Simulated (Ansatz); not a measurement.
One change: `COCSS` becomes `COC[SiH2]F`.

Ansatz, PBE0-D4/def2-TZVP geometries, multiplicity 1. Each molecule was computed in one conformer, which needn't be the lowest.

| property | `COCSS` |
| --- | --- |
| LUMO energy (PBE/def2-TZVPP) / eV | -1.56 |
| size of the dipole moment (B3LYP/def2-TZVPP) / D | 1.71 |
| LUMO energy (B3LYP/def2-TZVPP) / eV | -0.80 |
| size of the dipole moment (ωB97M-V/def2-TZVPP) / D | 1.69 |
| HOMO energy (ωB97M-V/def2-TZVPP) / eV | -9.24 |
| LUMO energy (ωB97M-V/def2-TZVPP) / eV | 1.51 |

Q: What does the change do to each property? (Estimate.)

A: Ansatz gave: 
| property | `COC[SiH2]F` | shift |
| --- | --- | --- |
| LUMO energy (PBE/def2-TZVPP) / eV | -0.59 | 0.97 |
| size of the dipole moment (B3LYP/def2-TZVPP) / D | 2.35 | 0.64 |
| LUMO energy (B3LYP/def2-TZVPP) / eV | 0.05 | 0.85 |
| size of the dipole moment (ωB97M-V/def2-TZVPP) / D | 2.33 | 0.64 |
| HOMO energy (ωB97M-V/def2-TZVPP) / eV | -9.58 | -0.34 |
| LUMO energy (ωB97M-V/def2-TZVPP) / eV | 1.96 | 0.45 |

With PBE0 the HOMO falls by 0.18 eV and the LUMO rises by 0.86 eV, so the gap widens by about 1.04 eV. PBE moves the HOMO by 0.09 eV and ωB97M-V by -0.34 eV. Dipoles are sizes alone; their direction can turn.

Positive LUMOs are unbound, so they and the gaps depend on the basis.

B3LYP here is the variant with VWN-RPA as its local correlation; programs differ in this.
